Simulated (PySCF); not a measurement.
Mayer bond orders and bond lengths

Species: C7H18Si2.
Numbering: `[CH3:1][C:2]([CH3:3])([CH3:4])[C@H:5]1[CH2:6][CH2:7][SiH2:8][SiH2:9]1` (hydrogens: H10, H11, H12 on C1; H13, H14, H15 on C3; H16, H17, H18 on C4; H19 on C5; H20, H21 on C6; H22, H23 on C7; H24, H25 on Si8; H26, H27 on Si9)

Cartesian coordinates in Å at the PBE0-D3(BJ)/def2-SVP level; atoms count from 1:
```xyz
27
C7H18Si2 angstrom
C     -1.7264   -1.4886   -0.4615
C     -1.2788   -0.0256   -0.3546
C     -2.2234    0.6926    0.6132
C     -1.3816    0.6306   -1.7339
C      0.1676    0.0467    0.2009
C      1.2565   -0.5770   -0.6925
C      2.6307   -0.5997   -0.0097
Si     3.0532    1.1686    0.5675
Si     0.8010    1.7768    0.7541
H     -1.6668   -1.9929    0.5163
H     -2.7707   -1.5499   -0.8074
H     -1.1118   -2.0577   -1.1744
H     -3.2701    0.5943    0.2845
H     -2.1481    0.2721    1.6290
H     -1.9988    1.7699    0.6773
H     -0.7782    0.0993   -2.4847
H     -1.0473    1.6794   -1.7097
H     -2.4257    0.6219   -2.0848
H      0.1689   -0.5262    1.1508
H      0.9685   -1.6020   -0.9814
H      1.3325   -0.0096   -1.6376
H      2.5985   -1.2549    0.8782
H      3.4036   -1.0106   -0.6782
H      3.7892    1.9264   -0.4939
H      3.8714    1.1981    1.8194
H      0.3359    2.1456    2.1266
H      0.4043    2.8773   -0.1810
```

Bond orders from the PBE0/pcSseg-1 density (PySCF). One conformer (not necessarily the lowest) at the PBE0-D3(BJ)/def2-SVP geometry, without solvent, vibrations or thermal averaging.

**Question.** How far do the computed orders between heavy atoms stray from the drawn ones?

**Answer.** The largest departure is 0.117, at Si9–C5 (drawn single, 0.883).

**Question.** Set the Mayer orders of the bonds between heavy atoms beside their lengths.

**Answer.** 
```json
{"bond": "C1–C2", "drawn as": "single", "length (Å)": "1.534", "Mayer order": "1.017"}
{"bond": "C2–C3", "drawn as": "single", "length (Å)": "1.531", "Mayer order": "1.031"}
{"bond": "C2–C4", "drawn as": "single", "length (Å)": "1.531", "Mayer order": "1.009"}
{"bond": "C2–C5", "drawn as": "single", "length (Å)": "1.551", "Mayer order": "0.968"}
{"bond": "C5–C6", "drawn as": "single", "length (Å)": "1.540", "Mayer order": "0.997"}
{"bond": "C6–C7", "drawn as": "single", "length (Å)": "1.535", "Mayer order": "1.040"}
{"bond": "C7–Si8", "drawn as": "single", "length (Å)": "1.907", "Mayer order": "0.904"}
{"bond": "Si8–Si9", "drawn as": "single", "length (Å)": "2.340", "Mayer order": "0.919"}
{"bond": "Si9–C5", "drawn as": "single", "length (Å)": "1.924", "Mayer order": "0.883"}
```

Bonds between the same two heavy elements. C–C: lowest C2–C5 (0.968, 1.551 Å), highest C6–C7 (1.040, 1.535 Å); in 1 of the 15 pairs the longer bond (by over 0.003 Å) has the higher order (by 0.02 or more). C–Si: lowest Si9–C5 (0.883, 1.924 Å), highest C7–Si8 (0.904, 1.907 Å).

**Question.** And the bonds to hydrogen?

**Answer.** C–H: 0.92 to 0.96 (14 bonds); H–Si: 0.94 (4 bonds).

**Question.** Sum the orders of all bonds at each heavy atom with more than one neighbour and set the sums beside the valence in the SMILES.

**Answer.** C1 3.899 (drawn 4), C2 4.025 (drawn 4), C3 3.899 (drawn 4), C4 3.889 (drawn 4), C5 3.768 (drawn 4), C6 3.911 (drawn 4), C7 3.833 (drawn 4), Si8 3.706 (drawn 4), Si9 3.687 (drawn 4). Orders between atoms that aren't bonded are not in these sums.

For a closed shell the Mayer order of atoms A and B is Σ (PS)μν (PS)νμ over the basis functions μ on A and ν on B, with P the density and S the overlap matrix.
